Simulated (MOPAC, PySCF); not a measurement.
C4H13BN2, SMILES `B(N(C)C)N(C)C` (C–N–B–N torsion -16°, N–B–N–C torsion -16°), neutral singlet in the gas phase. 

Cartesian coordinates (Å):
SMILES: CN(C)BN(C)C
```xyz
20

C      1.7355     0.9846    -0.0720
N      1.2341    -0.3591     0.0471
C      2.2674    -1.3271     0.3126
B     -0.1139    -0.7835    -0.1085
N     -1.2825     0.0262    -0.0932
C     -1.3926     1.3742     0.3987
C     -2.5341    -0.5073    -0.5667
H      2.0288     1.4280     0.9004
H      0.9981     1.6458    -0.5422
H      2.6377     0.9976    -0.7111
H      1.8445    -2.3400     0.3156
H      2.7492    -1.1591     1.2952
H      3.0678    -1.2865    -0.4512
H     -0.2870    -1.9743    -0.2734
H     -2.2792     1.4682     1.0526
H     -0.5185     1.6529     0.9990
H     -1.5124     2.1241    -0.4085
H     -3.3202    -0.4495     0.2107
H     -2.4114    -1.5591    -0.8556
H     -2.9113     0.0440    -1.4497
```
Charge 0, multiplicity 1.

All levels are single points at this geometry (PBE0-D4/def2-SVP); Pople sets use spherical d functions. Orbital energies aren't observables, and empty levels follow the basis.

B3LYP-D3(BJ)/def2-TZVP in PySCF gives dipole (D) = 1.06.

Q: Estimate the dipole (D) from each of these levels: PBE-D3(BJ)/def2-TZVP in PySCF; PBE0-D4/def2-TZVP in PySCF; M06-2X/6-31G* in PySCF; HF/STO-3G in PySCF; PM7 in MOPAC.

A: 
```json
[
 {"level": "PBE-D3(BJ)/def2-TZVP in PySCF", "dipole (D)": "1.11"},
 {"level": "PBE0-D4/def2-TZVP in PySCF", "dipole (D)": "1.07"},
 {"level": "M06-2X/6-31G* in PySCF", "dipole (D)": "1.07"},
 {"level": "HF/STO-3G in PySCF", "dipole (D)": "0.89"},
 {"level": "PM7 in MOPAC", "dipole (D)": "1.43"}
]
```
